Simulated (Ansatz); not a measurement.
Geometry optimisation, RKS B3LYP/def2-SVP (Ansatz).

input.yaml

```yaml
crystal:
  periodic: [false, false, false]
  atoms:
    - { symbol: Ge, position_ang: [0.0, 0.0, 0.0] }
    - { symbol: F, position_ang: [0.0, 0.0, 1.68] }
    - { symbol: C, position_ang: [1.8483, 0.0, -0.6527] }
    - { symbol: H, position_ang: [2.196, -1.0463, -0.7809] }
    - { symbol: H, position_ang: [1.8968, 0.5276, -1.6281] }
    - { symbol: H, position_ang: [2.5002, 0.5187, 0.0808] }
    - { symbol: H, position_ang: [-0.73, 1.2648, -0.5162] }
    - { symbol: H, position_ang: [-0.73, -1.2648, -0.5162] }
basis:
  gaussian: { orbitals: def2-SVP }
hamiltonian:
  xc: b3lyp
relax:
  f_tol: 0.02
  max_steps: 40
```

Launched with:

```bash
$ ansatz run input.yaml --threads 1 --pin off --max-ram 2048MiB --backend cpu --events-out ev --progress --plain --runs-dir out
```

Question: Where does it end, and by what steps?

Answer: The run converged. After 10 steps the energy has fallen by 0.139 eV; H4 moved furthest, 0.38 Å.

```csv
step,energy less start (eV),largest force component (eV/Å),accepted
0,0.0000,3.013,yes
1,-0.0983,1.225,yes
2,-0.1276,0.086,yes
3,-0.1302,0.080,yes
4,-0.1333,0.218,yes
5,-0.1360,0.137,yes
6,-0.1333,0.207,no
7,-0.1380,0.037,yes
8,-0.1389,0.042,yes
9,-0.1391,0.029,yes
10,-0.1392,0.008,yes
```

```xyz
8
Properties=species:S:1:pos:R:3
Ge -0.005 0.013 -0.068
F 0.005 -0.269 1.666
C 1.855 0.004 -0.659
H 2.322 -0.966 -0.431
H 1.906 0.175 -1.745
H 2.418 0.799 -0.148
H -0.691 1.381 -0.269
H -0.830 -1.138 -0.679
```

Whether the end is a true minimum wasn't checked by a vibrational analysis.

Time of the run: 58 s on 1 thread of Intel(R) Xeon(R) Platinum 8175M CPU @ 2.50GHz (Skylake/Cascade Lake), on a shared host, peak memory 0.18 GiB.
